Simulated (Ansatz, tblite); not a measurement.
Spin states of the cluster ZnO2⁻ (the lowest doublet isomer of a short search), each relaxed with PBE0-D4/def2-TZVPD in Ansatz. Electronic energies in the gas phase.

The xTB rows come from tblite. Correlated methods freeze 11 core orbitals. The structure comes from a short search, and lower isomers may exist.

Doublet geometry (D∞h within 0.1 Å):

```xyz
3

Zn    0.000    0.000    0.000
O     0.792   -0.902    1.259
O    -0.792    0.902   -1.259
```

Quartet geometry (C2v within 0.1 Å):

```xyz
3

Zn    0.326   -0.537    0.296
O    -0.615    0.800    1.312
O     0.290   -0.263   -1.608
```

Run but left out: HF/STO-3G, HF/def2-TZVPD, HF/def2-TZVPPD, MP2/def2-TZVPD, MP2/def2-TZVPPD, CCSD/def2-TZVPPD, CCSD(T)/def2-TZVPPD (doublet: ⟨S²⟩ 1.35 to 2.84, where a pure state has 0.75); LDA (SPW92)/def2-TZVPD (doublet: an occupied level 0.01 eV above an empty one).

Only these spin states were relaxed.

(1) Estimate which spin state lies lowest at each of these levels, and by how much: GFN1-xTB; GFN2-xTB; PBE-D4/def2-TZVPD; revPBE-D4/def2-TZVPD; BLYP-D4/def2-TZVPD; r2SCAN-D4/def2-TZVPD; PBE0-D4/def2-TZVPD; r2SCAN0-D4/def2-TZVPD; RPA@PBE/def2-TZVPD.

Results:

(1) 
```tsv
level	quartet − doublet (kJ/mol)	lowest of these	remarks
GFN1-xTB	402.2	doublet	–
GFN2-xTB	357.1	doublet	–
PBE-D4/def2-TZVPD	260.9	doublet	HOMO above zero (doublet), HOMO above zero (quartet)
revPBE-D4/def2-TZVPD	246.4	doublet	HOMO above zero (doublet), HOMO above zero (quartet)
BLYP-D4/def2-TZVPD	254.2	doublet	HOMO above zero (doublet), HOMO above zero (quartet)
r2SCAN-D4/def2-TZVPD	216.5	doublet	HOMO above zero (quartet)
PBE0-D4/def2-TZVPD	185.0	doublet	HOMO above zero (quartet)
r2SCAN0-D4/def2-TZVPD	149.1	doublet	spin-contaminated (⟨S²⟩ 0.84) (doublet)
RPA@PBE/def2-TZVPD	236.6	doublet	–
```

Change of the quartet − doublet gap on mixing in exact exchange, in kJ/mol: PBE to PBE0 (25 % exact exchange) -75.9; r2SCAN to r2SCAN0 (25 % exact exchange) -67.4. The xTB methods have no term that favours high spin, so they put low spin too low.
